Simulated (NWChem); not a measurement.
Program: NWChem. System: bifluoride (HF$_{2}$ (-1)), charge -1, spin multiplicity 1, at a geometry optimised with PBE/def2-SVP. Level: MP2/def2-TZVPD, 2 core orbitals frozen.

Input file:

```
start mol
memory heap 200 mb stack 800 mb global 1000 mb
charge -1
geometry units angstroms nocenter noautoz
  F      0.000000     0.000000     1.162433
  H      0.000000     0.000000     0.000000
  F      0.000000     0.000000    -1.162433
  symmetry group D2h
end
basis spherical
  * library def2-tzvpd
end
scf
  rhf
  nopen 0
  maxiter 100
  thresh 1e-7
  semidirect memsize 60000000 filesize 0
end
mp2
  freeze core 2
end
task mp2 energy
```

NWChem printed:

```
             Northwest Computational Chemistry Package (NWChem) 7.3.0
             --------------------------------------------------------

                                NWChem Input Module
                                -------------------

 Scaling coordinates for geometry "geometry" by  1.889725989
 (inverse scale =  0.529177249)

 Turning off AUTOSYM since
 SYMMETRY directive was detected!

                             Geometry "geometry" -> ""
                             -------------------------

 Output coordinates in angstroms (scale by  1.889725989 to convert to a.u.)

  No.       Tag          Charge          X              Y              Z
 ---- ---------------- ---------- -------------- -------------- --------------
    1 F                    9.0000     0.00000000     0.00000000     1.16243300
    2 H                    1.0000     0.00000000     0.00000000     0.00000000
    3 F                    9.0000     0.00000000     0.00000000    -1.16243300

 Effective nuclear repulsion energy (a.u.)      26.6310996561

            Nuclear Dipole moment (a.u.)
            ----------------------------
        X                 Y               Z
 ---------------- ---------------- ----------------
     0.0000000000     0.0000000000     0.0000000000

      Symmetry information
      --------------------

 Group name             D2h
 Group number             26
 Group order               8
 No. of unique centers     2

      Symmetry unique atoms

     1    2


 Summary of "ao basis" -> "" (spherical)
 ------------------------------------------------------------------------------
       Tag                 Description            Shells   Functions and Types
 ---------------- ------------------------------  ------  ---------------------
 *                         def2-tzvpd                 on all atoms

 Summary of "ao basis" -> "ao basis" (spherical)
 ------------------------------------------------------------------------------
       Tag                 Description            Shells   Functions and Types
 ---------------- ------------------------------  ------  ---------------------
[...]
     1   1 0 0     -0.000000      0.000000      0.000000
     1   0 1 0      0.000000      0.000000      0.000000
     1   0 0 1      0.000000      0.000000      0.000000

     2   2 0 0     -9.366342      0.000000      0.000000
     2   1 1 0      0.000000      0.000000      0.000000
     2   1 0 1     -0.000000      0.000000      0.000000
     2   0 2 0     -9.366342      0.000000      0.000000
     2   0 1 1     -0.000000      0.000000      0.000000
     2   0 0 2    -16.349688      0.000000     86.857243

                   NWChem MP2 Semi-direct Energy/Gradient Module
                   ---------------------------------------------

  Basis functions       =     89
  Molecular orbitals    =     89
  Frozen core           =      2
  Frozen virtuals       =      0
  Active alpha occupied =      8
  Active beta occupied  =      8
  Active alpha virtual  =     79
  Active beta virtual   =     79
  Use MO symmetry       = T
  Use skeleton AO sym   = T

  AO/Fock/Back tols     =   1.0D-09  1.0D-09  1.0D-09

 GA uses MA = F    GA memory limited = T

 Available:
  local mem=  1.15D+08
 global mem=  1.31D+08
 local disk=  0.00D+00
  mp2_memr nvloc                    79
  nvloc new                    79
   1 passes of   8:        5242880                      47746                   8419729.
   1 passes of   8: M    114684062           G      131056158           F     109441182.

 Semi-direct pass number   1 of   1  for RHF alpha+beta  at        1.4s
  vrange nnbf                  3912
  mp2_eaftype                    32  avail_ma_in_mb                   999
 EAF : mp2_eaftype filesize          32    4209865.
  mp2_eaf for mointskh                     32
Node 0 wrote     19.8 Mb in      0.0 s     Agg I/O rate:  1376.7 Mb/s
 Done moints_semi at        3.7s
  mp2_eaftype                    32  avail_ma_in_mb                   967
 EAF : mp2_eaftype filesize          32    4209865.
  mp2_eaf for kh                    32
 Done maket at        3.9s
 Done multipass loop at        3.9s

          -------------------------------------------
          SCF energy                -199.584998881840
          Correlation energy          -0.562889346484
          Singlet pairs               -0.339360117363
          Triplet pairs               -0.223529229121
          Total MP2 energy          -200.147888228323
          -------------------------------------------

          ---------------------------------------------------
                    Spin Component Scaled (SCS) MP2
          Same spin pairs                     -0.149019486081
          Same spin scaling factor             0.333333333333
          Opposite spin pairs                 -0.413869860403
          Opposite spin scaling fact.          1.200000000000
          SCS-MP2 correlation energy          -0.546316994510
          Total SCS-MP2 energy              -200.131315876350
          ---------------------------------------------------

 -----------------------
 Performance information
 -----------------------

 Timer overhead =  2.43D-07 seconds/call

               Nr. of calls         CPU time (s)                 Wall time (s)                GFlops
             ---------------    -------------------     ------------------------------   -------------------
Name         Min   Avg   Max    Min     Avg     Max     Min     Avg     Max   Mx/calls   Min     Max     Sum
mp2: moin     1     1     1    2.3     2.3     2.3      2.3     2.3     2.3     2.3      0.0     0.0     0.0
mp2: make     1     1     1   0.18    0.18    0.18     0.18    0.18    0.18    0.18      0.0     0.0     0.0
mp2: tota     1     1     1    2.5     2.5     2.5      2.5     2.5     2.5     2.5      0.0     0.0     0.0

 The average no. of pstat calls per process was 3.00D+00
 with a timing overhead of 7.28D-07s

 Task  times  cpu:        3.8s     wall:        3.8s

 Total times  cpu:        3.9s     wall:        3.9s
```
